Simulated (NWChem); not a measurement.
System: hexachlorodisilane (Si2Cl6); SMILES Cl[Si](Cl)(Cl)[Si](Cl)(Cl)Cl

Here is an NWChem input.

```
start job
memory heap 200 mb stack 900 mb global 1100 mb
geometry units angstroms noautosym nocenter noautoz
  Cl     1.342376    -1.387575     1.852927
  Si     0.000000     0.000000     1.166753
  Cl     0.530487     1.856319     1.852927
  Cl    -1.872863    -0.468744     1.852927
  Si     0.000000     0.000000    -1.166753
  Cl     1.871038     0.475976    -1.852926
  Cl    -0.523312    -1.858355    -1.852926
  Cl    -1.347726     1.382379    -1.852926
end
basis spherical
  * library def2-svp
end
dft
  xc xpbe96 cpbe96
  iterations 150
end
property
  efieldgrad
end
task dft property
```

Output (shortened):

```
             Northwest Computational Chemistry Package (NWChem) 7.3.0
             --------------------------------------------------------

                             Geometry "geometry" -> ""
                             -------------------------

 Output coordinates in angstroms (scale by  1.889725989 to convert to a.u.)

  No.       Tag          Charge          X              Y              Z
 ---- ---------------- ---------- -------------- -------------- --------------
    1 Cl                  17.0000     1.34237600    -1.38757500     1.85292700
    2 Si                  14.0000     0.00000000     0.00000000     1.16675300
    3 Cl                  17.0000     0.53048700     1.85631900     1.85292700
    4 Cl                  17.0000    -1.87286300    -0.46874400     1.85292700
    5 Si                  14.0000     0.00000000     0.00000000    -1.16675300
    6 Cl                  17.0000     1.87103800     0.47597600    -1.85292600
    7 Cl                  17.0000    -0.52331200    -1.85835500    -1.85292600
    8 Cl                  17.0000    -1.34772600     1.38237900    -1.85292600

 Effective nuclear repulsion energy (a.u.)    1203.8163687632

  pbe96 is a nonlocal functional; adding pw91lda local functional.
                              NWChem Property Module
                              ----------------------

  itol2e modified to match energy
  convergence criterion.

                                 NWChem DFT Module
                                 -----------------

 Summary of "ao basis" -> "ao basis" (spherical)
 ------------------------------------------------------------------------------
       Tag                 Description            Shells   Functions and Types
 ---------------- ------------------------------  ------  ---------------------
 Cl                         def2-svp                 8       18   4s3p1d
 Si                         def2-svp                 8       18   4s3p1d

  itol2e modified to match energy
  convergence criterion.

[...]

          -----------------------
          Electric field gradient
          -----------------------

 1 a.u. = 0.324123 10**(16) esu/cm**3  ( or statvolts/cm**2 ) = 0.97174 10**(22) v/m**2

 ------------------------------------------------------------
   Atom      X         Y         Z
 ------------------------------------------------------------
    1 Cl   2.53672  -2.62214   3.50152
 ------------------------------------------------------------

 Electric field gradient in molecular frame (a.u.)
         XX             YY             ZZ             XY             XZ             YZ
 ------------------------------------------------------------------------------------------
       -0.283650      -0.373893       0.657544       1.363793      -0.653399       0.675794

 Principal components (a.u.) and orientation
 of principal axis w.r.t. absolute frame                      Asymmetry parameter eta
 --------------------------------------------------------------------------------------
       -2.022960       1.035769       0.987192                       0.024013

       -0.656118       0.717408      -0.234170
        0.678230       0.696633       0.233893
       -0.330927       0.005360       0.943641

 ------------------------------------------------------------
   Atom      X         Y         Z
 ------------------------------------------------------------
    2 Si   0.00000   0.00000   2.20484
 ------------------------------------------------------------

 Electric field gradient in molecular frame (a.u.)
         XX             YY             ZZ             XY             XZ             YZ
 ------------------------------------------------------------------------------------------
       -0.171089      -0.171089       0.342178       0.000001       0.000001      -0.000000

 Principal components (a.u.) and orientation
 of principal axis w.r.t. absolute frame                      Asymmetry parameter eta
 --------------------------------------------------------------------------------------
        0.342178      -0.171090      -0.171088                       0.000004

        0.000001       0.796750       0.604309
       -0.000000      -0.604309       0.796750
        1.000000      -0.000001      -0.000000

 ------------------------------------------------------------
   Atom      X         Y         Z
 ------------------------------------------------------------
    3 Cl   1.00248   3.50793   3.50152
 ------------------------------------------------------------

 Electric field gradient in molecular frame (a.u.)
         XX             YY             ZZ             XY             XZ             YZ
 ------------------------------------------------------------------------------------------
        0.829747      -1.487291       0.657545      -0.720971      -0.258557      -0.903757

 Principal components (a.u.) and orientation
 of principal axis w.r.t. absolute frame                      Asymmetry parameter eta
 --------------------------------------------------------------------------------------
       -2.022961       1.035768       0.987193                       0.024012

        0.259305       0.962009      -0.085434
        0.907330      -0.272963      -0.319754
        0.330927      -0.005397       0.943641

 ------------------------------------------------------------
   Atom      X         Y         Z
 ------------------------------------------------------------
    4 Cl  -3.53920  -0.88580   3.50152
 ------------------------------------------------------------

[...]
```

Level: PBE/def2-SVP. All runs use the structure optimised with PBE0/def2-SVP. NWChem prints the field gradient with the sign opposite to the second derivative of the potential.
